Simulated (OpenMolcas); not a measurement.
C3+: RASPT2 settings compared

```json
{
  "Program": "OpenMolcas",
  "Basis": "ANO-RCC-VQZP [5s4p3d2f1g]",
  "Scalar Hamiltonian": "DKH2, point nucleus",
  "Active space": "1 electron in 9 orbitals (RAS2 2s 2p; RAS3 3d, at most 1 electron)",
  "State averaging": "2S+1 = 2 even, 1 root; 2S+1 = 2 odd, 3 roots",
  "Spin-orbit coupling": "state interaction with AMFI integrals over the reference wave functions, term energies averaged over their components"
}
```

Methods on the same reference wave functions:
A. RASSCF
B. SS-RASPT2, IPEA 0 Eh, real shift 0.1 Eh (closed shells correlated: 1s)
C. XMS-RASPT2, IPEA 0.6 Eh, real shift 0.2 Eh (closed shells correlated: 1s)

Energies in cm-1 above 2s 2S 1/2, the measured ground level; measured values from Moore, Selected Tables of Atomic Spectra, NSRDS-NBS 3, section 3.

```
     Level      A      B      C  Measured
 2s 2S 1/2    0.0    0.0    0.0       0.0
2p 2P* 1/2  65057  64509  64495     64484
2p 2P* 3/2  65157  64609  64595     64592
```

Deviations, from unrounded energies. A percentage is the sum of absolute deviations over the sum of measured energies, with the sign that they share, or ± where signs differ.

```
           Against measurement  Levels     A     B     C
mean absolute deviation (cm-1)       2   570    22   6.9
      other configurations (%)       2  +0.9  +0.0  +0.0
```

C lies closest to measurement on these levels and A furthest from it. The largest miss of C in the table is 2p 2P* 1/2, by +11 cm-1. The ranking rests on the paired levels alone, and a cruder setting can come out closer through cancelling errors.

Between B and C the level of the table that moves most is 2p 2P* 1/2, by 15 cm-1 (lowest in C, highest in B).

The lowest spin-free term lies below A's lowest term by 0.012 hartree in B, 0.012 hartree in C.

With one active electron outside closed inactive shells, the extra shells (3d) add no correlation to the reference. With one active electron the reference holds no correlation, so core polarisation is missing (holds for A). With one active electron, CASPT2 adds the correlation within the correlated inactive shells and between them and that electron, and leaves the splitting within a term as the reference gives it (holds for B; C). Computed and measured levels are paired by configuration, term and J; levels that our copy of the source lacks, or whose pairing is in doubt (as where it misses far off the trend of its configuration), stay unpaired and out of the deviations. Only configurations of the active space appear.

* marks odd parity.
